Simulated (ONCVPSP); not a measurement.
Te, ONCV: configuration errors across variants

Te (Z = 52), optimised norm-conserving Vanderbilt (ONCV), made with ONCVPSP 4.0.1 (PBE, scalar-relativistic). Core [Ar] 3d10, reference 4s2 4p6 4d10 5s2 5p3 (charge +1). Waves: 4s+5s: rc 1.15 bohr, ncon 3, nbas 7, qcut 10.7 1/bohr, 2 projectors; 4p+5p: rc 1.25 bohr, ncon 3, nbas 6, qcut 13.6 1/bohr, 2 projectors; 4d: rc 0.90 bohr, ncon 5, nbas 8, qcut 11.1 1/bohr, 2 projectors, debl 3.7 Ha. Local part: polynomial inside 0.65 bohr (lpopt 5, dvloc0 4 Ha). Core correction: polynomial model core, fcfact 0.65.

All-electron excitation energies from the reference (eV): (1) 4s2 4p6 4d10 5s2 5p4 -9.729; (2) 4s2 4p6 4d10 5s2 5p2 17.925; (3) 4s2 4p6 4d10 5s2 5p1 44.823; (4) 4s2 4p6 4d10 5s0 5p6 8.973.

3 further variants failed, have other tests or too few solved ones, and are left out.

A true bound ghost makes a file unfit for plane-wave use even where its test errors are small: the radial tests pick states by their node count and pass the ghost by.

Errors AE − PS in meV (a dash: test not solved or not reliable):

| change | (1) | (2) | (3) | (4) | bound ghosts | GHOST(+) flags above zero |
| --- | --- | --- | --- | --- | --- | --- |
| base | +2.0 | -4.0 | -10 | -0.7 | none | s |
| s: qcut 6.7; p: qcut 8.6; d: qcut 7 | +2.1 | -3.5 | -7.5 | -9.7 | s | none |
| s: qcut 8.1; p: qcut 10.3; d: qcut 8.4 | +2.0 | -3.8 | -9.4 | -5.0 | s | none |
| s: qcut 10.9; p: qcut 13.9; d: qcut 11.3 | +2.0 | -4.0 | -10 | -0.7 | none | s |

Problem. Give the same row for: s: qcut 10.2; p: qcut 13; d: qcut 10.6.

Solution. +2.0, -3.9, -10, -1.2; bound ghosts: none; GHOST(+) flags above zero: s.
